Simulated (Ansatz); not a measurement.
Cl₂HOSTa (`[OH][Ta](=[S])([Cl])[Cl]`). The species carries charge 0 and has multiplicity 1. Ta: def2 effective core potential. Geometry: relaxed with PBE0-D4/def2-TZVP. It is one conformer, not always the lowest.

```xyz
6

O     0.040   -0.717    1.327
Ta    0.085    0.082   -0.363
S    -1.293    1.728   -0.374
Cl    2.192    0.867   -0.770
Cl   -0.560   -1.445   -1.937
H    -0.465   -0.515    2.117
```

(1) What is the dipole moment at ωB97M-V/def2-TZVPP? (An estimate is asked.)

(2) And with PBE, r2SCAN, B3LYP? (Best estimate.)

(3) Give the Mulliken charges with ωB97M-V, PBE, r2SCAN in def2-TZVPP. (Estimate.)

## Answers

(1) The calculation gave: 2.37 D, with components (0.12, -1.18, 2.05) D in this frame, pointing from negative to positive charge.

(2) Computed: PBE 2.35 D, r2SCAN 2.42 D, B3LYP 2.32 D.

(3) The calculation gave: 
```
atom  ωB97M-V    PBE  r2SCAN
  O1    -0.35  -0.31   -0.38
 Ta2     0.69   0.65    0.82
  S3    -0.18  -0.19   -0.23
 Cl4    -0.19  -0.18   -0.22
 Cl5    -0.19  -0.18   -0.22
  H6     0.21   0.22    0.24
```

B3LYP here is the variant with VWN-RPA as its local correlation; programs differ in this.
